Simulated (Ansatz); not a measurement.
CH7AsN2, SMILES `CN[AsH]N`. The species carries charge 0 and has multiplicity 1. Geometry: relaxed with PBE0-D4/def2-TZVP. It is one conformer, not always the lowest.

```xyz
11

C    -0.904   -1.326    1.018
N    -0.309   -0.619   -0.095
As    0.894    0.718    0.292
N     1.231    1.177   -1.475
H    -1.363   -2.256    0.669
H    -1.670   -0.759    1.568
H    -0.123   -1.599    1.733
H    -0.981   -0.342   -0.798
H    -0.050    1.928    0.487
H     1.109    2.166   -1.644
H     2.166    0.913   -1.755
```

Problem. What is the dipole moment at PBE/def2-TZVPP? (Best estimate.)

Solution. Ansatz gave: 0.86 D, with components (-0.11, 0.84, -0.14) D in this frame, pointing from negative to positive charge.

Problem. And with r2SCAN, B3LYP, ωB97M-V? (An estimate is asked.)

Solution. Ansatz gave: r2SCAN 0.90 D, B3LYP 0.89 D, ωB97M-V 0.95 D.

Problem. Give the Mulliken charges with PBE, ωB97M-V, r2SCAN in def2-TZVPP. (Estimate.)

Solution. Ansatz gave: 
| atom | PBE | ωB97M-V | r2SCAN |
| --- | --- | --- | --- |
| C1 | -0.20 | -0.26 | -0.05 |
| N2 | -0.29 | -0.31 | -0.33 |
| As3 | 0.28 | 0.32 | 0.33 |
| N4 | -0.40 | -0.38 | -0.44 |
| H5 | 0.09 | 0.11 | 0.05 |
| H6 | 0.09 | 0.11 | 0.05 |
| H7 | 0.09 | 0.11 | 0.05 |
| H8 | 0.13 | 0.10 | 0.13 |
| H9 | -0.07 | -0.03 | -0.08 |
| H10 | 0.14 | 0.11 | 0.15 |
| H11 | 0.14 | 0.11 | 0.15 |

B3LYP here is the variant with VWN-RPA as its local correlation; programs differ in this.
